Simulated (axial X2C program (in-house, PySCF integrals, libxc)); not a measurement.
What spin–orbit coupling does to TeBr

Computed with an in-house all-electron X2C program for linear molecules (integrals from PySCF). Spin-free means the one-electron spin-free X2C Hamiltonian; two-component (2c) means X2C with spin–orbit coupling and atomic mean-field two-electron Coulomb and Gaunt terms, so the difference of the two also holds small scalar two-electron terms. Basis: Te dyall-cv3z [11s12p8d4f1g], Br dyall-cv3z [8s9p6d4f1g] (cores contracted in-house); Gaussian nuclei, density fitting, unrestricted open shells. Masses: Te 129.906 u, Br 78.918 u.

Spin-free state: M_S = 1/2, Λ = 1 (beyond evenly filled blocks: π+α, π+β, π-α); fragments Te + Br.

```
level  Re (Å)  ωe (cm⁻¹)  De (eV)  μ (D)
 PBE0   2.457      276.4    2.465  -0.95
  LDA   2.445      277.3    3.349  -0.62
```

Dipoles are positive if Br is the positive end.

Problem. Within this multiplet, which Ω should lie lowest by the rule for regular and inverted multiplets?

Solution. The open π shell holds three electrons, one hole, so the multiplet is inverted: Ω = Λ + 1/2 = 3/2. The PBE0 2c search agrees.

Two-component determinant lowest at the distance of the search:

Ω = 3/2 (⟨Sz⟩ = 0.51, ⟨Lz⟩ = 0.99 at PBE0); fragments Te + Br.

| level | Re (Å) | ωe (cm⁻¹) | De (eV) | μ (D) |
| --- | --- | --- | --- | --- |
| PBE0 | 2.468 | 269.3 | 2.386 | -1.11 |
| LDA | 2.456 | 269.3 | 3.132 | -0.79 |

Problem. From the two tables, how do the constants change at the PBE0 level (2c against spin-free)?

Solution. At the PBE0 level Re goes up by 0.011 Å and ωe falls by 7.1 cm⁻¹; De changes by -0.079 eV.

One determinant describes the state; a PBE0 search over occupations chose it and may have missed a lower one. Dissociation energies refer to the lowest single-determinant-based atoms at the same level and basis. Density functionals use the spin component along the axis (collinear). Without a current term, density functionals place determinants with orbital angular momentum somewhat too high.
